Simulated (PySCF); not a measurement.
Ga(H)2(nPr) (C₃H₉Ga), SMILES CC[CH2][GaH2]. Atoms are numbered in the order given.

```xyz
13

Ga     0.0401     1.3358     0.0000
H     -1.0037     2.5174     0.0000
H      1.5816     1.6715     0.0000
C     -0.5856    -0.5359     0.0000
C      0.4924    -1.6166     0.0000
C     -0.0664    -3.0326     0.0000
H     -1.2552    -0.6530    -0.8736
H     -1.2552    -0.6530     0.8736
H      1.1514    -1.4850    -0.8761
H      1.1514    -1.4850     0.8761
H     -0.6954    -3.2113     0.8873
H      0.7341    -3.7890     0.0000
H     -0.6954    -3.2113    -0.8873
```

Geometry: PBE0-D3(BJ)/def2-SVP. The structure was generated by enumeration; whether it is a known compound was not checked. The values are those of a single conformer.

Two levels are set side by side: PBE/pcSseg-1 (PySCF) and KT2/pcSseg-1 (PySCF). GIAO shifts against TMS (¹H), TMS (¹³C) at the same level; non-relativistic, no solvent, atoms listed together averaged. Differences are taken from unrounded values.

| quantity | KT2 |
|---|---|
| δ(¹H) of H2, H3 (ppm) | 6.95 |
| δ(¹³C) of C4 (ppm) | 32.1 |
| δ(¹³C) of C5 (ppm) | 27.9 |
| δ(¹³C) of C6 (ppm) | 23.5 |
| δ(¹H) of H7, H8 (ppm) | 1.27 |
| δ(¹H) of H9, H10 (ppm) | 2.00 |

What does PBE give, and how far is it from KT2? (Estimate from the structure and the level; the computed values follow.)


```json
[
 {"quantity": "δ(¹H) of H2, H3 (ppm)", "PBE": "7.01", "PBE minus KT2": "0.06"},
 {"quantity": "δ(¹³C) of C4 (ppm)", "PBE": "32.9", "PBE minus KT2": "0.8"},
 {"quantity": "δ(¹³C) of C5 (ppm)", "PBE": "27.6", "PBE minus KT2": "-0.2"},
 {"quantity": "δ(¹³C) of C6 (ppm)", "PBE": "23.4", "PBE minus KT2": "0.0"},
 {"quantity": "δ(¹H) of H7, H8 (ppm)", "PBE": "1.27", "PBE minus KT2": "0.00"},
 {"quantity": "δ(¹H) of H9, H10 (ppm)", "PBE": "1.99", "PBE minus KT2": "-0.01"}
]
```

Rough cost on one machine, each run with all the roots and properties that it gave: KT2 against PBE within a factor of 2.
